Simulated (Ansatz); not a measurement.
Basis sets compared for Sn18H28. The state is a singlet with charge 0. Geometry PBE-D4/def2-SVP. Ansatz on 4 threads of AMD EPYC 7R13 on a shared host and a share (37 GiB) of an NVIDIA H100 80GB HBM3; times are rough, and most runs start from earlier orbitals.

Cartesian coordinates in Å:
```
Sn 2.4523 3.9726 0.4972
Sn -2.6506 1.7863 3.4402
Sn 0.4833 1.8293 -2.9167
Sn -3.2974 0.6635 -0.8706
Sn 5.1316 1.9196 -2.5503
Sn 3.2906 -0.4179 1.0410
Sn 2.8706 -1.9814 -3.1426
Sn -0.4761 -2.0750 2.7458
Sn -2.6740 -3.7779 -0.7937
Sn -5.1328 -1.9199 2.5510
Sn 2.7481 3.3769 -2.2347
Sn -1.4451 1.9062 0.8906
Sn 1.3272 1.5852 1.4987
Sn -2.8311 -0.9867 3.8685
Sn 0.3677 -0.9514 -2.3408
Sn -4.5563 -1.7763 -0.1970
Sn 4.6379 -0.6139 -1.4361
Sn -0.2490 -2.5402 -0.0486
H 1.4154 5.3410 0.7437
H 3.9972 4.3326 1.2070
H -4.2321 2.5064 3.4652
H -1.6885 2.5607 4.6580
H -0.9077 2.6543 -2.2781
H 0.2825 1.8121 -4.6472
H -4.4941 1.9202 -1.0234
H -2.6081 0.4598 -2.4539
H 6.4343 2.7363 -1.7434
H 5.5694 1.7542 -4.2225
H 4.4326 -0.0494 2.3039
H 2.6619 -1.9976 1.4054
H 3.2386 -1.6252 -4.8033
H 2.9738 -3.6991 -2.9256
H 0.8541 -1.1167 3.3255
H -0.2178 -3.6828 3.3650
H -2.7037 -4.2044 -2.4747
H -3.0030 -5.2121 0.1312
H -6.4979 -0.9345 2.9758
H -5.5079 -3.5571 2.9912
H 2.7187 4.7752 -3.2734
H -1.4583 3.5747 0.3622
H 1.2799 1.6994 3.2447
H -2.8318 -1.4459 5.5490
H -0.8431 -1.5359 -3.4616
H -6.0089 -1.8598 -1.1552
H 6.1235 -1.4676 -1.1211
H 1.0240 -3.7375 -0.1465
```

In the def2 sets Sn takes a core potential; there is no spin–orbit coupling. Single mean-field runs in def2-SVP, def2-TZVP are fitted with def2-universal-jkfit. Another isomer (singlet) lies 0.46 eV lower at PBE0-D4/def2-TZVP; other spin states weren't run for this one.

Binding counts from free atoms (Sn triplet, H doublet) in the same basis, without a counterpoise term.

| level | functions | energy (Eh) | HOMO (eV) | LUMO (eV) | binding per atom (eV) | wall time |
| --- | --- | --- | --- | --- | --- | --- |
| PBE-D4/def2-SVP (with forces) | 608 | -3874.4151 | -5.80 | -2.96 | 2.40 | 9 s |
| PBE0-D4/def2-SVP | 608 | -3874.6380 | -6.63 | -2.32 | 2.40 | 13 s |

Question: Estimate the rows for PBE-D4/def2-TZVP, PBE0-D4/def2-TZVP.

Answer: 
```
            level  functions  energy (Eh)  HOMO (eV)  LUMO (eV)  binding per atom (eV)  wall time
 PBE-D4/def2-TZVP       1068   -3874.5590      -5.87      -3.06                   2.41      9.5 s
PBE0-D4/def2-TZVP       1068   -3874.7643      -6.65      -2.38                   2.41       16 s
```
